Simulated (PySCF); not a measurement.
In(nPr)3, C9H21In.
Bonds: In1–C2, In1–C12, In1–C22, C2–C3, C3–C4, C12–C13, C13–C14, C22–C23, C23–C24. Hydrogens: H5, H6 on C2; H7, H8 on C3; H9, H10, H11 on C4; H15, H16 on C12; H17, H18 on C13; H19, H20, H21 on C14; H25, H26 on C22; H27, H28 on C23; H29, H30, H31 on C24.

Method: PySCF 2.14.0, PBE0-D3(BJ)/def2-SVP geometry optimisation, gas phase, def2 core potentials past Kr.

Q: How far are the bound atoms from In1?

A: 3 atoms: C2 2.187 Å, C12 2.188 Å, C22 2.188 Å. The nearest atom not counted as bound is H6, at 2.71 Å (others tie with it).

Q: List the angles at In1.

A: 
```json
{"angle": "C2–In1–C22", "degrees": "122.7", "distance of the outer atoms (Å)": "3.84"}
{"angle": "C2–In1–C12", "degrees": "119.9", "distance of the outer atoms (Å)": "3.79"}
{"angle": "C12–In1–C22", "degrees": "117.4", "distance of the outer atoms (Å)": "3.74"}
```

Q: What is the shape at In1?

A: Planar: angles 122.7°, 119.9° and 117.4°, sum 360.0°, 0.00 Å off the plane of its three neighbours.

Q: What are the other bond lengths?

A: C2–C3, C12–C13, C22–C23 1.525 Å; C3–C4, C13–C14, C23–C24 1.523 Å. (A selection.)

Q: Give some angles away from the centre.

A: In1–C2–C3 116.9°, C2–C3–C4 113.4°, In1–C12–C13 115.2°.

Q: What are the rotational constants (commonest isotopes, rigid rotor)?

A: A = 905.9, B = 474.3, C = 317.2 MHz: an asymmetric top.

Point group: C1 (no symmetry element, even within 0.4 Å). Charge 0, singlet. Whether it is a minimum is left open (no frequencies).

One conformer stands for the species.
